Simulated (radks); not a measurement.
Species: P4+. Configuration: [Ne] 3s1.

Method: Dirac Kohn-Sham, XLYP, spin-unpolarised, spherical densities, finite nucleus; Fermi nuclear charge, rms radius 3.1889 fm; computed with a radial shooting solver on a logarithmic mesh with Libxc functionals.

Energy parts (hartree):
part                      energy
total                 -338.13570
kinetic                339.46545
electron-nucleus      -783.44268
Hartree                127.77092
exchange-correlation   -21.92938

Orbitals (lengths in bohr, moments of r in powers of bohr; <r^-3> diverges for s and p1/2):
[
 {"orbital": "1s1/2", "occ.": "2", "eigenvalue (hartree)": "-78.81739", "<r^2>": "0.01443", "<r^-3>": "-", "small-component weight": "2.83e-03"},
 {"orbital": "2s1/2", "occ.": "2", "eigenvalue (hartree)": "-8.45384", "<r^2>": "0.3188", "<r^-3>": "-", "small-component weight": "4.21e-04"},
 {"orbital": "2p1/2", "occ.": "2", "eigenvalue (hartree)": "-6.67145", "<r^2>": "0.2881", "<r^-3>": "-", "small-component weight": "4.01e-04"},
 {"orbital": "2p3/2", "occ.": "4", "eigenvalue (hartree)": "-6.63714", "<r^2>": "0.2906", "<r^-3>": "63.90", "small-component weight": "3.98e-04"},
 {"orbital": "3s1/2", "occ.": "1", "eigenvalue (hartree)": "-2.15676", "<r^2>": "2.910", "<r^-3>": "-", "small-component weight": "8.64e-05"}
]

The highest occupied level is 3s1/2 at -58.689 eV. The density falls to 0.001 e/bohr^3 at r = 2.76 bohr. For comparison, the ionisation energy in NIST's Atomic Spectra Database is 65.025 eV (measured). In exact Kohn-Sham theory the highest level is minus the ionisation energy, but local and semilocal functionals leave it too shallow, through self-interaction and a potential that decays too fast; potentials with the right tail come closer.

Beside tabulated values, note that spin-unpolarised runs miss the spin-polarisation part of the exchange energy of open shells.
